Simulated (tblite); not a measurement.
Compound: C5H12BClO.
SMILES with atom numbers: `[CH2:1]=[CH:2][BH2-:3][O+:4]([CH3:5])[CH2:6][CH2:7][Cl:8]` (hydrogens: H9, H10 on C1; H11 on C2; H12, H13 on B3; H14, H15, H16 on C5; H17, H18 on C6; H19, H20 on C7)
Bond orders are those of one Lewis drawing.

Computed with GFN2-xTB (tblite), gas phase: L-BFGS steps from a force-field or distance-geometry start until the largest atomic force falls under 0.01 eV/Å.

Geometry at step 6:
```
atom  x, y, z in Å
C1      2.5582   -1.1082    0.1686
C2      1.8105   -0.8480   -0.8930
B3      1.0059    0.5007   -1.1325
O4     -0.1425    0.5448    0.1226
C5     -0.5838    1.8782    0.3059
C6     -1.2154   -0.3484   -0.1419
C7     -1.8180   -0.8470    1.1656
Cl8    -3.0875   -2.0330    0.8108
H9      3.1818   -1.9877    0.2650
H10     2.5954   -0.4209    1.0014
H11     1.8304   -1.5653   -1.7060
H12     1.6648    1.4694   -0.9238
H13     0.3253    0.5262   -2.1141
H14    -0.9858    2.2709   -0.6342
H15     0.2888    2.4722    0.5727
H16    -1.3317    1.9339    1.1021
H17    -1.9685    0.1426   -0.7696
H18    -0.8138   -1.1966   -0.6988
H19    -2.2723   -0.0350    1.7348
H20    -1.0468   -1.3382    1.7615
```

Problem. Give the atomic forces at this geometry.

Solution. 
```json
{"atom": "C1", "Fx (eV/Å)": "0.030", "Fy (eV/Å)": "0.006", "Fz (eV/Å)": "0.017"}
{"atom": "C2", "Fx (eV/Å)": "0.167", "Fy (eV/Å)": "0.028", "Fz (eV/Å)": "-0.123"}
{"atom": "B3", "Fx (eV/Å)": "-0.113", "Fy (eV/Å)": "0.025", "Fz (eV/Å)": "0.078"}
{"atom": "O4", "Fx (eV/Å)": "-0.013", "Fy (eV/Å)": "0.065", "Fz (eV/Å)": "-0.040"}
{"atom": "C5", "Fx (eV/Å)": "-0.002", "Fy (eV/Å)": "0.091", "Fz (eV/Å)": "-0.007"}
{"atom": "C6", "Fx (eV/Å)": "0.036", "Fy (eV/Å)": "-0.024", "Fz (eV/Å)": "-0.058"}
{"atom": "C7", "Fx (eV/Å)": "0.085", "Fy (eV/Å)": "0.088", "Fz (eV/Å)": "0.038"}
{"atom": "Cl8", "Fx (eV/Å)": "-0.077", "Fy (eV/Å)": "-0.052", "Fz (eV/Å)": "0.009"}
{"atom": "H9", "Fx (eV/Å)": "-0.124", "Fy (eV/Å)": "-0.030", "Fz (eV/Å)": "0.027"}
{"atom": "H10", "Fx (eV/Å)": "0.015", "Fy (eV/Å)": "-0.024", "Fz (eV/Å)": "0.002"}
{"atom": "H11", "Fx (eV/Å)": "0.026", "Fy (eV/Å)": "-0.143", "Fz (eV/Å)": "-0.012"}
{"atom": "H12", "Fx (eV/Å)": "-0.078", "Fy (eV/Å)": "-0.047", "Fz (eV/Å)": "-0.133"}
{"atom": "H13", "Fx (eV/Å)": "0.164", "Fy (eV/Å)": "0.086", "Fz (eV/Å)": "-0.009"}
{"atom": "H14", "Fx (eV/Å)": "-0.096", "Fy (eV/Å)": "0.041", "Fz (eV/Å)": "0.089"}
{"atom": "H15", "Fx (eV/Å)": "-0.042", "Fy (eV/Å)": "-0.048", "Fz (eV/Å)": "0.074"}
{"atom": "H16", "Fx (eV/Å)": "0.051", "Fy (eV/Å)": "0.017", "Fz (eV/Å)": "-0.080"}
{"atom": "H17", "Fx (eV/Å)": "-0.062", "Fy (eV/Å)": "-0.028", "Fz (eV/Å)": "0.025"}
{"atom": "H18", "Fx (eV/Å)": "0.127", "Fy (eV/Å)": "0.011", "Fz (eV/Å)": "0.034"}
{"atom": "H19", "Fx (eV/Å)": "-0.036", "Fy (eV/Å)": "-0.061", "Fz (eV/Å)": "0.048"}
{"atom": "H20", "Fx (eV/Å)": "-0.058", "Fy (eV/Å)": "0.000", "Fz (eV/Å)": "0.019"}
```

The largest, 0.21 eV/Å, acts on C2; the rms over all components is 0.068 eV/Å. The forces sum to zero within rounding, as they must for an isolated molecule in no field.

Problem. Give the force on C2 in Eh/bohr and in nN.

Solution. 0.209 eV/Å ÷ 51.422 = 0.00407 Eh/bohr, and 0.209 eV/Å × 1.602 = 0.34 nN.

Problem. How far is this geometry from the end of the optimisation?

Solution. 0.098 eV above it, and 0.451 Å rms away after alignment. The bonds farthest from their final lengths, with half the difference of the two atoms' forces along the bond (positive lengthens):

```
  bond  now (Å)  final (Å)  force along bond (eV/Å)
 B3–O4    1.702      1.685                    -0.08
C7–Cl8    1.773      1.781                    +0.11
 C6–C7    1.524      1.527                    +0.01
C5–H16    1.094      1.091                    -0.05
C2–H11    1.084      1.087                    +0.01
B3–H12    1.190      1.188                    -0.04
```

The angle farthest from its final value is C1–C2–B3, 125.0° against 128.2°.

What follows is the cost of the whole relaxation. Hardware: one thread, Arm Neoverse N1 (aarch64), shared host. Cost: 1.6 s of wall time.
